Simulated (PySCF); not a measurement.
# Vertical excitation energies

Species: Cu(AsH3)Me, CH₆AsCu (singlet state).
Cartesian coordinates in Å at the PBE0-D3(BJ)/def2-SVP level; atoms count from 1:
```
atom  x, y, z in Å
Cu1    0.013   -0.025   -0.302
As2   -0.005   -0.054    2.021
H3     1.289   -0.142    2.802
H4    -0.741   -1.132    2.786
H5    -0.583    1.122    2.778
C6     0.038    0.031   -2.224
H7    -0.986    0.023   -2.638
H8     0.572   -0.835   -2.652
H9     0.536    0.943   -2.596
```

Theory: TDDFT B3LYP/def2-SVPD, vertical, gas phase, core orbitals frozen in the response in PySCF 2.14.0, density-fitted response routines. Relativistic effects, spin–orbit coupling among them, are left out although an element past zinc is present.

**Question.** List the vertical singlet excitations with oscillator strengths and describe the spectrum.

**Answer.** 

```csv
state,E (eV),E (kJ/mol),λ (nm),f,"main configurations (H = HOMO, L = LUMO)"
S1,3.80,367,326.2,0.022,H→L/L+1 (99%)
S2,3.81,368,325.4,0.022,H→L/L+1 (99%)
S3,4.19,405,295.6,0.054,H→L+2 (93%)
S4,4.92,475,251.9,0.0000,H-2/H-1→L/L+1 (≥88%)
S5,4.93,475,251.7,0.0000,H-2/H-1→L/L+1 (≥82%)
S6,5.01,484,247.4,0.0000,"H-3→L/L+1 (≥48%), H-4→L/L+1 (≥36%)"
S7,5.03,486,246.3,0.0015,"H-2/H-1→L/L+1 (≥71%), H-4→L/L+1 (≥10%)"
S8,5.04,486,246.2,0.0018,"H-2/H-1→L/L+1 (≥68%), H-3→L/L+1 (≥12%)"
S9,5.08,490,244.2,0.0006,"H-4→L/L+1 (≥38%), H-3→L/L+1 (≥37%), H-2/H-1→L/L+1 (≥12%)"
S10,5.08,490,244.0,0.0007,"H-4→L/L+1 (≥48%), H-3→L/L+1 (≥29%), H-2/H-1→L/L+1 (≥10%)"
S11,5.38,520,230.3,0.0004,H-2/H-1→L+2 (≥83%)
S12,5.39,520,230.1,0.0004,"H-2/H-1→L+2 (≥79%), H-3→L+2 (12%)"
S13,5.41,522,229.2,0.0006,"H-3→L+2 (68%), H-2/H-1→L+2 (≥14%)"
S14,5.41,522,229.1,0.0010,"H-4→L+2 (70%), H-2/H-1→L+2 (≥9%)"
```

Triplets (Tamm–Dancoff): T1 3.51 eV, H→L/L+1 (≥96%); T2 3.52 eV, H→L/L+1 (≥96%); T3 3.80 eV, H→L+2 (95%).

The lowest singlet level (S1/S2) comes at 326 nm (367 kJ/mol) in the ultraviolet; it is of moderate strength. The most intense listed level is S3 at 4.19 eV (296 nm, f = 0.054), 0.39 eV above S1. S1/S2, S4/S5, S7/S8, S9/S10, S11/S12 and S13/S14 lie within about 0.01 eV of each other in each set. For S1 the Löwdin share of copper is 38% in HOMO and 24% in LUMO; for S3 the Löwdin share of copper is 38% in HOMO and 30% in LUMO+2. Orbital energies (eV): HOMO-3 -7.28, HOMO-2 -7.25, HOMO-1 -7.25, HOMO -5.62, LUMO -0.94, LUMO+1 -0.93, LUMO+2 -0.77. Weighted by f, the mean energy of these states is 4.10 eV. The listed states span 1.61 eV, and the widest gap between neighbours is 0.73 eV (S3 to S4). Orbitals of the list HOMO-3 to LUMO+2 that lie within 0.01 eV of each other are written together with a slash and their weights summed (≥ marks a lower bound); for degenerate orbitals outside that list single weights are arbitrary. The window holds the lowest 15 singlets. The highest level found (5.48 eV, f 0.0019 so far) is left out, since the window may have cut off a degenerate partner.
